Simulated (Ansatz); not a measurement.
Molecule: sum formula SiNH$_{2}$F$_{2}$ (charge 0, doublet). It need not be the lowest isomer of its formula. SMILES: [Si](F)(N)F
Coordinates optimised at B3LYP-D3(BJ)/def2-TZVP (Ansatz, a first-principles code):
```
N
H 1 1.0097
H 1 1.0097 2 111.44
Si 1 1.7105 2 119.54 3 146.25
F 4 1.6015 1 107.05 2 166.59
F 4 1.6015 5 108.96 1 115.45
```
Charge 0, spin multiplicity 2.

Wanted: atomisation energy (electronic, to ground-state atoms), in eV. Valence correlation only, unless marked. UHF or UKS for open shells. Spin-orbit coupling is left out. No relativistic terms. The coupled-cluster limit lacks core correlation, which all-electron functionals hold. CBS marks a two-point X^-3 extrapolation of the correlation energy; Hartree-Fock from the larger set.

| level | program | atomisation energy (eV) |
|---|---|---|
| B3LYP/def2-TZVPD | Ansatz | (withheld) |
| PBE0/def2-TZVPD | Ansatz | (withheld) |
| CCSD(T)/CBS(aug-cc-pV(T+d)Z,aug-cc-pV(Q+d)Z) | Ansatz | 23.74 |

Problem. Complete the blanks.

Solution. 
- B3LYP/def2-TZVPD, atomisation energy (eV): 23.35
- PBE0/def2-TZVPD, atomisation energy (eV): 23.24
